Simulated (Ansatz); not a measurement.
Ansatz (a program for electronic structure) input (CCSD(T)/aug-cc-pVDZ):

Ansatz 0.2 input:
```yaml
crystal:
  periodic: [false, false, false]
  atoms:
    - {symbol: B, position_ang: [-1.24759529, -0.15142672, -0.02882995]}
    - {symbol: F, position_ang: [-1.91314584, 0.96459844, -0.00966612]}
    - {symbol: Br, position_ang: [0.67017969, -0.22640721, 0.00660414]}
basis:
  gaussian:
    orbitals: aug-cc-pVDZ
magnetization: {spin_polarized: true, initial_magnetization: 1}
correlation: {method: ccsd_t, electrons: outside_noble_gas}
output: {forces: true}
```

End of the output:

```
cycle   5  -10.87312956 eV  change   -1.6e-4 eV  update   6.7e-4
cycle   6  -10.87334612 eV  change   -2.2e-4 eV  update   2.7e-4
cycle   7  -10.87342292 eV  change   -7.7e-5 eV  update   1.1e-4
cycle   8  -10.87342715 eV  change   -4.2e-6 eV  update   4.4e-5
cycle   9  -10.87343360 eV  change   -6.5e-6 eV  update   1.9e-5
cycle  10  -10.87343173 eV  change    1.9e-6 eV  update   8.0e-6
cycle  11  -10.87343222 eV  change   -4.9e-7 eV  update   3.5e-6
cycle  12  -10.87343216 eV  change    5.8e-8 eV  update   1.3e-6
perturbative correction -0.31857502 eV, -0.0117074161 hartree
the calculation of the forces begins
Total energy: -73388.11574673 eV, -2696.9635094410 hartree
Atom 0 at    -1.247595    -0.151427    -0.028830 Å, force     0.647737    -1.376615    -0.027035 eV/Å
Atom 1 at    -1.913146     0.964598    -0.009666 Å, force    -0.851043     1.395514     0.023594 eV/Å
Atom 2 at     0.670180    -0.226407     0.006604 Å, force     0.203306    -0.018899     0.003440 eV/Å
Dipole moment:     0.010308    -0.004995     0.000058 e Å
```

It need not be the lowest isomer of its formula.
